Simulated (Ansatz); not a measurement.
Geometry optimisation, Ansatz 0.2.0, UHF/def2-SVP.

Input file:

```yaml
crystal:
  periodic: [false, false, false]
  atoms:
    - { symbol: Ge, position_ang: [0.0, 0.0, 0.0] }
    - { symbol: F, position_ang: [0.0, 0.0, 1.93] }
    - { symbol: H, position_ang: [1.4616, 0.0, -0.5162] }
    - { symbol: O, position_ang: [-0.8337, 1.4443, -0.5894] }
    - { symbol: H, position_ang: [-1.7915, 1.2136, -0.8118] }
    - { symbol: O, position_ang: [-0.8337, -1.4443, -0.5894] }
    - { symbol: H, position_ang: [-1.2883, -1.91, 0.183] }
    - { symbol: "N", position_ang: [0.0, 0.0, 3.51] }
    - { symbol: H, position_ang: [-0.496, -0.7725, 4.04] }
    - { symbol: H, position_ang: [0.496, 0.7725, 4.04] }
magnetization:
  spin_polarized: true
  initial_magnetization: 1
basis:
  gaussian: { orbitals: def2-SVP }
hamiltonian:
  xc: hf
relax:
  f_tol: 0.15
  max_steps: 25
  restrain:
    - { distance: [1, 7], at: 2.48, k: 30.0 }
    - { distance: [0, 1], at: 1.68, k: 30.0 }
```

Launched with:

```bash
$ ansatz run input.yaml --threads 4 --pin off --max-ram 5120MiB --backend cpu --events-out ev --progress --plain --runs-dir out
```

Task: Where does it end, and by what steps?

Result: It converged. The restraints hold the end off the free minimum; the threshold counts their pulls, which the force column leaves out. Restrained pairs: F2–N8 (1.58 → 2.49 Å), Ge1–F2 (1.93 → 1.71 Å). After 21 steps the energy has fallen by 5.548 eV (the restraints' own energy left out); F2 moved furthest, 1.32 Å. The start is strongly strained (largest force component 11 eV/Å).

| step | energy less start (eV) | largest force component (eV/Å) | accepted |
| --- | --- | --- | --- |
| 0 | 0.0000 | 11.206 | yes |
| 1 | -2.8153 | 4.261 | yes |
| 2 | -3.4958 | 3.136 | yes |
| 3 | -4.1919 | 2.759 | yes |
| 4 | -4.6469 | 3.420 | yes |
| 5 | -4.9447 | 2.945 | yes |
| 6 | -5.2737 | 0.580 | yes |
| 7 | -5.2886 | 0.784 | yes |
| 8 | -5.3095 | 0.819 | yes |
| 9 | -5.3072 | 1.696 | no |
| 10 | -5.3278 | 0.728 | yes |
| 11 | -5.3410 | 0.616 | yes |
| 12 | -5.3450 | 0.698 | yes |
| 13 | -5.3781 | 0.533 | yes |
| 14 | -5.3767 | 0.652 | yes |
| 15 | -5.4193 | 0.571 | yes |
| 16 | -5.4326 | 0.714 | yes |
| 17 | -5.4827 | 0.618 | yes |
| 18 | -5.5100 | 1.091 | yes |
| 19 | -5.5379 | 0.691 | yes |
| 20 | -5.5473 | 0.699 | yes |
| 21 | -5.5482 | 0.681 | yes |

```xyz
10
Properties=species:S:1:pos:R:3
Ge -0.166 0.303 0.256
F -0.700 1.086 1.674
H 1.340 0.392 0.228
O -0.810 1.168 -1.104
H -1.714 1.005 -1.326
O -0.873 -1.280 0.245
H -0.675 -1.771 1.031
N 0.162 -0.789 3.075
H -0.688 -0.640 3.607
H 0.837 -0.169 3.510
```

Time of the run: 25 s on 4 threads of Intel(R) Xeon(R) 6975P-C (Granite Rapids), with other jobs on the host, peak memory 0.37 GiB.
